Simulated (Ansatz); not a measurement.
Harmonic frequencies (cm⁻¹) at PBE0-D4/def2-TZVP from Ansatz: 127, 138, 174, 371, 400, 429, 515, 608, 630, 692, 720, 756, 778, 880, 945, 984, 1000, 1021, 1058, 1101, 1122, 1182, 1213, 1323, 1364, 1463, 1520, 1629, 1649, 1914, 1922, 3164, 3164, 3186, 3197, 3209.

Which molecule is it?
A. `[AlH2][c]1ccccc1`
B. `C[NH][Al]([CH3])[Cl]`
C. `C[O][Al]([CH3])[OH]`
D. `[GeH3][Al]([GeH3])[GeH3]`

A.
